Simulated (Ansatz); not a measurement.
Computed with Ansatz on PBE0-D4/def2-TZVP structures; ΔE is electronic, products minus reactants. CBS: MP2 limit from def2 TZ/QZ plus the TZ coupled-cluster correction, frozen cores. This one scheme is used for every species. DFT in def2-TZVPP. For Ge outer-core shells are correlated without core-valence functions, which leaves a few kJ/mol of doubt a bond. Scalar relativity is left out up to krypton. One conformer a species, not always the lowest.

`[CH3][GeH]([NH2])[SH]` + `C#C` → `C#[C][GeH]([NH2])[SH]` + CH₄  (formal exchange of groups at a Ge–C bond)

`[CH3][GeH]([NH2])[SH]`:

```xyz
11

C     0.265   -1.271    0.908
Ge   -0.323    0.306   -0.062
N     0.399    0.208   -1.745
S     0.545    2.190    0.755
H     1.354   -1.321    0.886
H    -0.143   -2.175    0.452
H    -0.068   -1.220    1.945
H    -1.863    0.468    0.002
H     0.249   -0.669   -2.224
H     0.147    0.970   -2.359
H    -0.562    2.512    1.442
```

`C#C`:

```xyz
4

C     0.147   -0.127   -0.566
C    -0.147    0.127    0.566
H     0.410   -0.353   -1.573
H    -0.410    0.353    1.573
```

`C#[C][GeH]([NH2])[SH]`:

Cartesian coordinates in Å:
```
C 0.476 -1.027 -2.206
C 0.323 -0.692 -1.057
Ge 0.068 -0.144 0.755
N -1.536 0.649 1.108
S 1.582 1.421 1.165
H 0.611 -1.324 -3.221
H 0.186 -1.372 1.665
H -2.324 0.017 1.132
H -1.754 1.436 0.512
H 2.367 1.035 0.147
```

CH₄:

```xyz
5

C     0.000    0.000    0.000
H    -0.942   -0.462   -0.295
H    -0.137    1.077    0.090
H     0.759   -0.208   -0.754
H     0.320   -0.407    0.959
```

```tsv
level	ΔE (kcal/mol)	difference from CCSD(T)/CBS
PBE0-D4	-7.9	-0.4
ωB97X-V	-7.8	-0.3
ωB97M-V	-7.6	-0.1
PBE0	-7.8	-0.3
SCS-MP2/def2-TZVPP	-9.4	-1.9
CCSD(T)/def2-TZVPP	-8.6	-1.1
MP2/def2-QZVPP	-8.6	-1.1
SCS-MP2/def2-QZVPP	-8.8	-1.3
HF/CBS(def2)	-8.8	-1.3
CCSD/CBS(def2)	-7.2	0.3
CCSD(T)/CBS	-7.5	0
```

Largest T1 diagnostic among the species: 0.013.
